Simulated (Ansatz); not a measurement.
Steps of a relaxation of C3H5BrSi, SMILES `C=C1[SiH2]C1Br` with RKS PBE-D4/def2-SVP.

```sh
$ ansatz run in.yaml --threads 4 --pin off --events-out ev --progress --plain --max-ram 10444MiB
```

```yaml
crystal:
  periodic: [false, false, false]
  atoms:
    - {symbol: C, position_ang: [0.131400, 1.673800, 0.305500]}
    - {symbol: C, position_ang: [0.073200, 0.402000, 0.073000]}
    - {symbol: Si, position_ang: [-0.012600, -0.989600, 1.047400]}
    - {symbol: C, position_ang: [0.199400, -0.289600, -1.149800]}
    - {symbol: Br, position_ang: [-1.577100, -0.938000, -1.880900]}
    - {symbol: H, position_ang: [0.041000, 2.159800, 1.290600]}
    - {symbol: H, position_ang: [0.150000, 2.419300, -0.534500]}
    - {symbol: H, position_ang: [1.291500, -1.800000, 1.117200]}
    - {symbol: H, position_ang: [-1.212100, -1.796400, 1.111000]}
    - {symbol: H, position_ang: [0.998500, -0.892500, -1.376500]}
basis:
  gaussian: {orbitals: def2-SVP}
hamiltonian: {xc: pbe, dispersion: d4}
relax: {f_tol: 0.03, max_steps: 200}
```

Positions (Å) and forces (eV/Å) along the path, 12 of 12 steps:

```xyz
10
step=1 energy=-81080.4974 eV
C     0.131    1.674    0.305   -0.349    4.557    0.026
C     0.073    0.402    0.073    0.420    1.867   -1.579
Si   -0.013   -0.990    1.047    1.359   -3.463    2.096
C     0.199   -0.290   -1.150   -3.795   -0.403    0.382
Br   -1.577   -0.938   -1.881    0.883    0.405   -0.247
H     0.041    2.160    1.291    0.055   -0.343    0.225
H     0.150    2.419   -0.534    0.228   -0.463    0.244
H     1.292   -1.800    1.117   -0.507    0.251    0.071
H    -1.212   -1.796    1.111   -0.708   -0.595   -0.034
H     0.999   -0.892   -1.377    2.415   -1.813   -1.185
10
step=2 energy=-81081.3014 eV
C     0.067    1.745    0.302    0.518    1.132   -0.231
C     0.080    0.420    0.109   -0.251    2.048   -1.513
Si    0.042   -1.026    1.128    0.248   -1.863    0.697
C     0.088   -0.373   -1.097   -0.883   -1.251    0.617
Br   -1.589   -0.871   -2.065    1.021    0.512    0.501
H     0.052    2.224    1.298   -0.067   -0.264    0.024
H     0.217    2.450   -0.555   -0.361   -0.346    0.225
H     1.318   -1.823    1.211   -0.052    0.086   -0.032
H    -1.162   -1.888    1.143   -0.251   -0.111   -0.017
H     0.969   -0.908   -1.472    0.078    0.057   -0.271
10
step=3 energy=-81081.5976 eV
C     0.123    1.792    0.283   -0.447   -0.363   -0.744
C     0.118    0.436    0.134   -0.126    1.416   -1.034
Si    0.056   -1.089    1.179   -0.211   -0.525   -0.788
C     0.053   -0.487   -1.001    1.160   -0.816    0.589
Br   -1.523   -0.738   -2.098    0.270    0.216    0.302
H     0.103    2.275    1.278    0.100   -0.116   -0.115
H     0.038    2.466   -0.631    0.204   -0.626    0.818
H     1.308   -1.892    1.251    0.164   -0.075    0.036
H    -1.190   -1.937    1.153    0.081    0.252    0.131
H     0.996   -0.876   -1.546   -1.195    0.636    0.805
10
step=4 energy=-81082.0170 eV
C     0.046    1.812    0.248    0.032    0.187   -0.183
C     0.080    0.480    0.108    0.797    0.193    0.728
Si    0.122   -1.171    1.009   -1.061   -0.113   -0.866
C     0.041   -0.577   -0.875    0.274   -0.655   -0.371
Br   -1.449   -0.574   -2.127    0.017   -0.180    0.043
H     0.056    2.292    1.242    0.006   -0.048   -0.070
H     0.036    2.477   -0.643   -0.179   -0.140    0.159
H     1.374   -1.960    1.172    0.117    0.033    0.166
H    -1.189   -1.876    1.248    0.242    0.160    0.385
H     0.966   -0.953   -1.380   -0.245    0.563    0.009
10
step=5 energy=-81082.1912 eV
C     0.058    1.801    0.248   -0.135    0.164   -0.240
C     0.123    0.478    0.085    0.542   -0.366    1.301
Si    0.099   -1.245    0.870   -0.979   -0.230    0.633
C     0.063   -0.609   -0.879   -0.010   -0.067   -1.448
Br   -1.416   -0.561   -2.165   -0.037   -0.181   -0.053
H     0.059    2.263    1.247    0.097   -0.012   -0.009
H    -0.032    2.474   -0.624   -0.102    0.042   -0.014
H     1.370   -1.972    1.220   -0.164    0.082    0.066
H    -1.233   -1.807    1.427    0.795    0.336   -0.148
H     0.992   -0.873   -1.426   -0.008    0.233   -0.086
10
step=6 energy=-81082.2983 eV
C     0.042    1.776    0.263    0.064    0.146   -0.135
C     0.221    0.457    0.110   -0.113   -0.017    0.508
Si    0.072   -1.247    0.864    0.052   -0.164    0.011
C     0.115   -0.595   -0.913   -0.228   -0.078   -0.501
Br   -1.395   -0.622   -2.172    0.003    0.062   -0.015
H     0.180    2.260    1.245   -0.167   -0.028   -0.046
H    -0.224    2.424   -0.597    0.107   -0.048    0.073
H     1.295   -2.025    1.253   -0.132   -0.004    0.134
H    -1.261   -1.696    1.446    0.434    0.205   -0.123
H     1.038   -0.783   -1.496   -0.020   -0.073    0.093
10
step=7 energy=-81082.3273 eV
C     0.053    1.756    0.261   -0.166    0.111    0.241
C     0.227    0.435    0.104   -0.028    0.182    0.303
Si    0.100   -1.265    0.837   -0.100    0.032    0.005
C     0.104   -0.595   -0.950   -0.057   -0.107   -0.227
Br   -1.410   -0.576   -2.203    0.082    0.044    0.082
H     0.047    2.209    1.280    0.133   -0.089   -0.428
H    -0.158    2.418   -0.603    0.005   -0.049    0.101
H     1.296   -2.039    1.298   -0.009   -0.002   -0.003
H    -1.199   -1.598    1.513    0.116   -0.033   -0.095
H     1.023   -0.795   -1.534    0.024   -0.088    0.021
10
step=8 energy=-81082.3410 eV
C     0.031    1.759    0.262    0.080    0.042    0.082
C     0.216    0.439    0.113    0.030    0.093    0.190
Si    0.099   -1.265    0.838   -0.044   -0.002    0.021
C     0.103   -0.596   -0.944   -0.095   -0.027   -0.173
Br   -1.401   -0.558   -2.201    0.048   -0.001    0.039
H     0.099    2.232    1.262   -0.041   -0.058   -0.208
H    -0.185    2.414   -0.604   -0.017   -0.033    0.044
H     1.293   -2.037    1.305    0.016   -0.010   -0.006
H    -1.198   -1.630    1.490    0.031   -0.012   -0.027
H     1.026   -0.810   -1.519   -0.007    0.008    0.038
10
step=9 energy=-81082.3415 eV
C     0.052    1.756    0.253   -0.117    0.339    0.218
C     0.196    0.430    0.150    0.040    0.010   -0.114
Si    0.094   -1.284    0.838   -0.039   -0.038    0.045
C     0.091   -0.593   -0.930    0.062   -0.006   -0.131
Br   -1.407   -0.548   -2.189    0.035   -0.005    0.055
H     0.105    2.275    1.229    0.023   -0.120   -0.092
H    -0.170    2.396   -0.623    0.054   -0.122   -0.032
H     1.297   -2.039    1.308    0.019   -0.017    0.004
H    -1.200   -1.679    1.474    0.004   -0.016   -0.001
H     1.024   -0.764   -1.507   -0.081   -0.025    0.049
10
step=10 energy=-81082.3454 eV
C     0.043    1.763    0.258   -0.010    0.084    0.073
C     0.206    0.438    0.138    0.011    0.003    0.009
Si    0.095   -1.274    0.842   -0.008    0.010   -0.029
C     0.095   -0.591   -0.934    0.024   -0.015   -0.057
Br   -1.406   -0.550   -2.187    0.018    0.004    0.023
H     0.101    2.265    1.240   -0.008   -0.048   -0.066
H    -0.171    2.400   -0.621    0.012   -0.044   -0.001
H     1.296   -2.040    1.301    0.011   -0.003    0.004
H    -1.199   -1.674    1.473   -0.009   -0.002    0.015
H     1.024   -0.790   -1.507   -0.041    0.010    0.030
10
step=11 energy=-81082.3458 eV
C     0.041    1.763    0.258    0.010    0.042    0.030
C     0.206    0.438    0.139    0.006   -0.006    0.014
Si    0.094   -1.275    0.841    0.000    0.009   -0.015
C     0.096   -0.590   -0.935    0.015   -0.009   -0.025
Br   -1.406   -0.546   -2.184    0.007    0.003    0.006
H     0.096    2.265    1.239   -0.008   -0.023   -0.039
H    -0.166    2.396   -0.625   -0.002   -0.019    0.006
H     1.296   -2.040    1.299    0.004    0.001    0.001
H    -1.198   -1.674    1.476   -0.007   -0.003    0.007
H     1.024   -0.789   -1.506   -0.025    0.005    0.015
10
step=12 energy=-81082.3459 eV
C     0.042    1.763    0.259   -0.007   -0.011   -0.007
C     0.208    0.438    0.141    0.007   -0.005    0.006
Si    0.093   -1.275    0.840    0.003    0.002    0.003
C     0.096   -0.589   -0.934    0.004    0.002    0.002
Br   -1.405   -0.541   -2.182   -0.004    0.002   -0.006
H     0.093    2.266    1.238   -0.001    0.003   -0.003
H    -0.166    2.390   -0.627    0.003    0.003    0.004
H     1.297   -2.040    1.298   -0.001    0.000   -0.002
H    -1.198   -1.676    1.477   -0.001    0.001    0.001
H     1.024   -0.789   -1.506   -0.004    0.003    0.002
```

Hardware: 4 threads of an Arm Neoverse V2 on a shared host. Wall time 18 s, peak host memory 0.18 GiB.
